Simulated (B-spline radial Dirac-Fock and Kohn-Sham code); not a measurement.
**Rb⁶⁺: eigenvalues, ΔSCF and the reference**

System: the Rb⁶⁺ ion, configuration [Ar] 3d10 4s2 4p1.

The density-functional columns are spherical, spin-unpolarised Dirac-Kohn-Sham results without Breit or QED terms: −ε is minus the orbital energy of the initial state and ΔSCF the difference of two total energies. The reference in the last column comes from Dirac-Fock (average of configuration) total-energy differences with a finite nucleus, the Breit interaction including its frequency dependence, and self-energy and vacuum-polarisation corrections. All numbers are from a B-spline atomic structure program, in eV; a selection of levels is shown. The Kohn-Sham columns are given as differences from the reference. For the 1s level of heavy atoms much of the gap between ΔSCF and the reference is the Breit and QED part, -35.9 eV here; for other levels the error of the functional can be larger.

```
     level  PBE −ε − DF  PBE ΔSCF − DF  LDA −ε − DF  LDA ΔSCF − DF  Dirac-Fock
    K (1s)       -183.2          +56.3       -206.8          +32.0     15304.1
   L1 (2s)        -75.6          -32.3        -78.3          -34.7      2173.9
L2 (2p1/2)        -56.0           -3.4        -56.7           -4.1      1967.9
L3 (2p3/2)        -57.0           -6.1        -57.7           -6.6      1908.1
   M1 (3s)        -38.0          -19.8        -38.9          -20.7       425.3
M2 (3p1/2)        -29.8          -11.6        -30.1          -11.9       350.2
M3 (3p3/2)        -29.7          -11.8        -30.0          -12.0       340.9
M4 (3d3/2)        -16.7           +1.4        -16.3           +1.8       210.7
M5 (3d5/2)        -16.7           +1.3        -16.4           +1.6       209.2
   N1 (4s)         -5.7           +2.7         -5.3           +3.2       115.0
 N2,3 (4p)         -7.2           +0.5         -6.8           +1.0       97.26
```

Values without a named source are computed, but for edge energies of neutral atoms, which are taken from tables.
